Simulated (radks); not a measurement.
The numbers below are computed, except where a source is named.
Question: Sn3+, 47 electrons, occupied as [Kr] 4d10 5s0.5 5p0.5 (fractional occupations, a model configuration). Level of theory: Dirac Kohn-Sham, BLYP, spin-unpolarised, spherical densities, point nucleus; open shells are shared between the two j in proportion to 2j + 1 (a radial shooting solver on a logarithmic mesh with Libxc functionals). Some entries of the table are withheld. Estimate them.

orbital,occ.,eigenvalue (hartree),<r> (bohr),r(max) (bohr)
1s1/2,2,-1066.845,0.02905,0.01877
2s1/2,2,-161.9516,0.1251,0.1062
2p1/2,2,-151.3622,0.1058,0.08178
2p3/2,4,-142.8818,0.1112,0.08630
3s1/2,2,-32.14076,0.3392,0.3077
3p1/2,2,-27.83914,0.3299,0.2941
3p3/2,4,-26.29093,0.3411,0.3044
3d3/2,4,-18.68438,0.3125,0.2492
3d5/2,6,-18.36475,0.3161,0.2522
4s1/2,2,-6.02016,0.8178,0.7455
4p1/2,2,-4.58874,0.8642,(1)
4p3/2,4,-4.30884,0.8938,(2)
4d3/2,4,-2.06388,1.073,(3)
4d5/2,6,-2.02468,1.086,(4)
5s1/2,0.5,-1.34305,2.118,1.893
5p1/2,0.166667,(5),2.432,2.152
5p3/2,0.333333,(6),2.502,2.221

Answer: 
(1) 4p1/2 r(max) (bohr): 0.7714
(2) 4p3/2 r(max) (bohr): 0.7960
(3) 4d3/2 r(max) (bohr): 0.8793
(4) 4d5/2 r(max) (bohr): 0.8888
(5) 5p1/2 eigenvalue (hartree): -1.02752
(6) 5p3/2 eigenvalue (hartree): -0.99533
